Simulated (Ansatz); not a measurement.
`O=CN1CO[SiH2]1`, relaxed with RKS PBE-D4/def2-SVP in the Gaussian-basis code of Ansatz from a rough embedded geometry. The force threshold is 0.03 eV/Å; the program also tests the step.

Charge 0, multiplicity 1.

Start:

```xyz
11

O    -2.432   -0.584    0.016
C    -1.568    0.249    0.121
N    -0.312    0.115   -0.371
C     0.382   -1.043   -0.543
O     1.668   -0.583   -0.076
Si    1.040    0.879    0.377
H    -1.794    1.260    0.580
H     0.452   -1.406   -1.576
H     0.092   -1.920    0.087
H     0.880    1.028    1.818
H     1.592    2.004   -0.434
```

| step | energy (eV) | largest force (eV/Å) | largest move (Å) |
| --- | --- | --- | --- |
| 1 | -15596.1686 | 4.097 | 0.000 |
| 2 | -15596.6407 | 2.068 | 0.138 |
| 3 | -15596.7124 | 1.329 | 0.195 |
| 4 | -15596.7908 | 1.019 | 0.200 |
| 5 | -15596.8310 | 0.366 | 0.081 |
| 6 (rejected) | -15596.8282 | 0.929 | 0.161 |
| 7 | -15596.8429 | 0.106 | 0.081 |
| 8 | -15596.8531 | 0.097 | 0.100 |
| 9 (rejected) | -15596.8518 | 0.357 | 0.150 |
| 10 | -15596.8584 | 0.038 | 0.075 |
| 11 | -15596.8602 | 0.166 | 0.075 |
| 12 (rejected) | -15596.8526 | 0.550 | 0.079 |
| 13 | -15596.8622 | 0.071 | 0.035 |
| 14 | -15596.8624 | 0.072 | 0.027 |
| 15 (rejected) | -15596.7856 | 1.233 | 0.080 |
| 16 | -15596.8626 | 0.011 | 0.012 |

End:

```xyz
11

O    -2.487   -0.662   -0.374
C    -1.731    0.215    0.015
N    -0.367    0.105    0.023
C     0.382   -1.085   -0.431
O     1.723   -0.617   -0.178
Si    1.181    0.888    0.415
H    -2.082    1.212    0.410
H     0.219   -1.305   -1.510
H     0.143   -1.993    0.169
H     1.458    1.155    1.866
H     1.561    2.087   -0.405
```

It took 19 s on 4 threads of an Arm Neoverse V2 on a shared host, with 0.16 GiB of host memory at the peak.
